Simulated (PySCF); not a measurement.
C2H6N (SMILES [CH2]NC), doublet, geometry from GFN2-xTB. Base run: HF/3-21G run with PySCF.

Input for PySCF:
```python
from pyscf import gto, scf

mol = gto.M(
    atom='''
C    -0.10972354   -0.15634997    1.26440068
N     0.10982201    0.48479466    0.05186353
C    -0.00538562   -0.28027714   -1.16365005
H     0.06635704    0.43135103    2.14529827
H    -0.90801326   -0.87495642    1.27945416
H     0.91108639    1.10326556    0.06436137
H     0.81807734   -0.99357777   -1.30516267
H    -0.02617055    0.40042004   -2.01496601
H    -0.93943611   -0.84030228   -1.13653354
''',
    basis='3-21g',
    spin=1,
    verbose=4,
)

mf = scf.UHF(mol)
mf.kernel()
mo_i, mo_e, stable_i, stable_e = mf.stability(internal=True, external=True, return_status=True, nroots=6, tol=1e-6)
print('internally stable:', stable_i, ' externally stable:', stable_e)
if not stable_i:
    umf = mf.copy()
    umf.scf_summary = {}
    umf.kernel(umf.make_rdm1(mo_i, mf.mo_occ))
mf.analyze()
```

The bond that is stretched is that between atoms 6 and 2. A test that says stable can miss a lower solution.

Variants of this job, named by their change:

```
change       ΔE vs base (eV)  <S^2>  E after following the instability (Eh)  <S^2> there   stability test says
-----------  ---------------  -----  --------------------------------------  -----------  --------------------
base                    0.00  0.759                                       -            -                stable
bond × 1.25             1.00  0.760                                       -            -                stable
bond × 1.5              2.46  1.020                                       -            -                stable
bond × 1.8              3.23  0.768                              -132.76922         1.30  internal instability
bond × 2.2              3.01  0.752                              -132.77871         1.31  internal instability
bond × 3.0              2.91  0.750                              -132.78247         1.31  internal instability
```

On stretching, the SCF can end on different states; <S^2> shows the spin contamination of each.
